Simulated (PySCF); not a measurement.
InCl2(OH).
Bonds: In1–Cl2, In1–Cl3, In1–O4. Hydrogens: H5 on O4.

The calculation used PySCF, PBE0-D3(BJ)/def2-SVP geometry optimisation, gas phase, def2 core potentials past Kr.

(1) Give the optimised bond lengths and angles.

Results:

(1) 
```
   bond  length (Å)
In1–Cl2       2.317
In1–Cl3       2.329
 In1–O4       1.977
  O4–H5       0.966
```

A selection of angles:
```
      angle  degrees
Cl2–In1–Cl3    120.7
 Cl2–In1–O4    120.9
 Cl3–In1–O4    118.5
  In1–O4–H5    110.4
```

Torsions: H5–O4–In1–Cl2 180° (antiperiplanar).

The 4 heavy atoms lie in one plane (0.000 Å rms). In1 (indium bonded to 2 Cl and O) is planar (angles 120.9°, 120.7° and 118.5°, sum 360.0°, 0.00 Å off the plane of its three neighbours).

Point group: Cs (every atom within 0.08 Å of its image). No PBE0-D3(BJ)/def2-SVP frequencies stand behind this structure, so it isn't proved a minimum. The numbers are those of one conformer (Cl2–In1–O4–H 180°).
